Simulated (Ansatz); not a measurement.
Basis sets compared for Au(NH3)Cl (AuNClH3). Charge 0, multiplicity 1. Geometry PBE0-D4/def2-TZVP. Ansatz on 4 threads of Arm Neoverse V1 on a shared host; times are rough, and most runs start from earlier orbitals.

```tsv
atom	x (Å)	y (Å)	z (Å)
Au1	1.0806	-0.4110	-0.3187
N2	-0.7981	0.3036	0.2354
H3	-0.7728	0.7066	1.1662
H4	-1.4843	-0.4438	0.2364
H5	-1.1173	1.0207	-0.4076
Cl6	3.0919	-1.1760	-0.9117
```

In the def2 sets Au takes a core potential; there is no spin–orbit coupling.

Binding counts from free atoms (Au doublet, N quartet, H doublet, Cl doublet) in the same basis, without a counterpoise term.

```tsv
level	functions	energy (Eh)	HOMO (eV)	LUMO (eV)	binding per atom (eV)	wall time
PBE-D4/def2-SVP	79	-652.1604	-5.40	-1.35	3.00	0.6 s
PBE-D4/def2-TZVP	126	-652.3994	-5.60	-1.74	3.01	0.8 s
r2SCAN-D4/def2-TZVP (with forces)	126	-652.6093	-5.84	-1.24	2.96	2.2 s
PBE0-D4/def2-SVP	79	-652.1577	-6.71	-0.48	2.91	0.8 s
PBE0-D4/def2-TZVP	126	-652.3931	-6.89	-0.92	2.93	1.3 s
```

Q: Estimate the rows for PBE-D4/def2-TZVPD, r2SCAN-D4/def2-TZVPD, PBE0-D4/def2-TZVPD.

A: 
| level | functions | energy (Eh) | HOMO (eV) | LUMO (eV) | binding per atom (eV) | wall time |
| --- | --- | --- | --- | --- | --- | --- |
| PBE-D4/def2-TZVPD | 153 | -652.4021 | -5.68 | -1.93 | 3.02 | 1.1 s |
| r2SCAN-D4/def2-TZVPD | 153 | -652.6116 | -5.91 | -1.38 | 2.97 | 2.4 s |
| PBE0-D4/def2-TZVPD | 153 | -652.3954 | -6.96 | -1.16 | 2.94 | 1.4 s |
